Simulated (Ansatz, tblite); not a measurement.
Forces on MoN(NH2)3 (MoN₄H₆) at its PBE-D4/def2-SVP geometry. Total charge 0; singlet.

In the def2 sets Mo takes a core potential; there is no spin–orbit coupling. The xTB rows come from tblite. The restricted singlet is unstable towards broken spin symmetry in Hartree–Fock (as tested in another run); at r2SCAN-D4/def2-TZVP, PBE0-D4/def2-TZVP this wasn't settled.

GFN2-xTB (tblite), largest force 4.99 eV/Å:

```xyz
11
positions Å, forces eV/Å
Mo   -0.006   -0.258    0.222    0.085    3.777   -3.256
N    -0.033   -1.506    1.300   -0.071   -3.180    2.743
N     0.707   -1.039   -1.426   -0.194    0.061    0.570
H     0.987   -2.016   -1.545   -0.013    0.205   -0.119
H     0.855   -0.525   -2.302    0.011   -0.151    0.080
N     1.173    1.077    1.038   -0.320   -0.507   -0.091
H     1.407    1.984    0.621    0.022   -0.104    0.132
H     1.647    0.975    1.940   -0.025    0.152   -0.180
N    -1.872    0.319    0.080    0.497   -0.303    0.166
H    -2.205    1.086   -0.514   -0.043   -0.122    0.112
H    -2.660   -0.097    0.585    0.050    0.172   -0.156
```

r2SCAN-D4/def2-TZVP (Ansatz), largest force 0.62 eV/Å:

```
Mo -0.005 -0.383 0.340
N 0.007 0.433 -0.379
N 0.208 -0.224 -0.481
H -0.178 0.585 0.105
H -0.094 -0.273 0.511
N 0.341 0.390 0.232
H -0.148 -0.523 0.218
H -0.302 0.030 -0.542
N -0.542 0.171 -0.044
H 0.213 -0.435 0.331
H 0.499 0.229 -0.289
```

PBE0-D4/def2-TZVP (Ansatz), largest force 1.53 eV/Å:

```
Mo -0.017 -0.934 0.816
N 0.023 1.156 -1.003
N 0.166 -0.187 -0.379
H -0.205 0.663 0.130
H -0.114 -0.302 0.597
N 0.273 0.305 0.192
H -0.180 -0.608 0.239
H -0.347 0.024 -0.615
N -0.434 0.130 -0.029
H 0.262 -0.500 0.377
H 0.574 0.254 -0.324
```
